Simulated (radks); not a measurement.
Results of a calculation; reference values are marked as such.
Excited configurations of the antimony ion Sb2+: one electron is placed in a higher orbital outside [Kr] 4d10 5s2. The ground configuration is [Kr] 4d10 5s2 5p1. Code: a radial shooting solver on a logarithmic mesh with Libxc functionals. Model: scalar-relativistic Kohn-Sham, PBEsol, spin-unpolarised, spherical densities, finite nucleus; Fermi nuclear charge, rms radius 4.6802 fm. Excitation = E - E(ground); binding = E(ion) - E, where the ion is the core of charge +3; n* = 3/sqrt(2 binding) in atomic units, and the quantum defect is n - n*.

\begin{tabular}{lrrrrrr}
outer orbital & excitation (eV) & binding (eV) & n* & quantum defect & eigenvalue (eV) & <r> (bohr) \\ \hline
4f & 16.066 & 8.380 & 3.823 & 0.177 & -6.391 & 4.968 \\
5d & 10.942 & 13.504 & 3.011 & 1.989 & -10.731 & 3.673 \\
6s & 10.716 & 13.730 & 2.986 & 3.014 & -11.725 & 4.603 \\
6d & 16.749 & 7.697 & 3.989 & 2.011 & -6.457 & 7.249 \\
7s & 16.624 & 7.821 & 3.957 & 3.043 & -6.709 & 8.053 \\
\end{tabular}

The Delta-SCF ionisation energy is 24.446 eV (NIST Atomic Spectra Database: 25.324 eV, measured). Self-interaction in the functional shifts the binding energies and quantum defects, so they are the method's values and not measured ones. Spin polarisation and multiplet splitting are left out, so open shells lie too high by an amount that depends on their filling. Spin-orbit splitting is averaged out at the scalar-relativistic level.

Beside tabulated values, note that spin-unpolarised runs miss the spin-polarisation part of the exchange energy of open shells.
